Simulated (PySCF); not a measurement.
# One molecule, several mistakes: BClFH2Si anion

Calculated results; nothing here was measured. They come from PySCF 2.14.0, an open-source quantum chemistry program, on an isolated molecule that a program drew, which may never have been made. The molecule is BClFH2Si anion (charge -1, singlet), drawn as the SMILES string `FB[SiH-]Cl`.

Each row is a Hartree-Fock (HF) and frozen-core CCSD(T) single point in the aug-cc-pV(D+d)Z basis, meant for a local HF minimum. Run 1 is clean. Each other run has one planted mistake out of seven kinds, and not every kind appears here: one electron removed, one electron added, multiplicity raised by two, geometry at a saddle point, minimal basis STO-3G, one bond length entered in bohr, all coordinates scaled. The reference is restricted for singlets and unrestricted otherwise, and also for a bond in bohr. Adding or removing an electron swaps singlet and doublet. Electrons count all cores. HOMO and LUMO are orbital energies over both spins, the gradient is its largest component, and the lowest frequency (negative if imaginary) is given only where the gradient is small. Bond lengths are over the 5 bonds as drawn. T1 is the CCSD diagnostic: over 0.02 (restricted) or 0.045 (unrestricted) a single reference is doubtful.

Geometry of the clean run:
```xyz
6
BClFH2Si anion, angstrom
F    -1.6830    0.4386   -1.7421
B    -1.9035    1.2390   -0.6606
Si   -1.0473    1.0859    1.1650
Cl   -0.6224   -1.1304    1.3371
H    -2.5795    2.2166   -0.9465
H    -2.3425    1.1031    1.9602
```

| run | electrons | basis functions | <S^2> | HOMO (eV) | LUMO (eV) | gradient (hartree/bohr) | lowest frequency (cm^-1) | mean bond (Å) | longest bond (Å) | T1 | HF (hartree) | CCSD(T) (hartree) | mistake |
|---|---|---|---|---|---|---|---|---|---|---|---|---|---|
| 1 | 48 | 128 | 0.000 | -2.73 | 3.79 | 2.2e-05 | 98 | 1.6782 | 2.263 | 0.0182 | -873.83267 | -874.44225 | no fault |
| 2 | 48 | 128 | 2.017 | -0.61 | 3.74 | 2.9e-02 | - | 1.6782 | 2.263 | 0.0310 | -873.76291 | -874.35863 | multiplicity raised by two |
| 3 | 48 | 30 | 0.000 | 1.38 | 13.20 | 3.2e-02 | - | 1.6782 | 2.263 | 0.0179 | -863.70936 | -863.83106 | ? |
| 4 | 47 | 128 | 0.769 | -10.64 | -0.78 | 5.8e-02 | - | 1.6782 | 2.263 | 0.0200 | -873.77308 | -874.34866 | ? |

**Which mistake was planted in run 3, and what did it cost?**

It has 30 basis functions where the clean run has 128, with the same electrons and geometry. So the mistake is: minimal basis STO-3G. Subtracting run 1 and multiplying by 627.51 kcal/mol a hartree, the energy moved by 6352.5 kcal/mol in HF and 6658.6 kcal/mol in CCSD(T).

**Which mistake was planted in run 4, and what did it cost?**

It counts 47 electrons, one fewer than the clean run, at the same geometry and basis. So the mistake is: one electron removed. Subtracting run 1 and multiplying by 627.51 kcal/mol a hartree, the energy moved by 37.4 kcal/mol in HF and 58.7 kcal/mol in CCSD(T).

Cautions from the logs. Run 3: the HOMO is above zero, so the electron isn't bound and the energy depends on the basis.
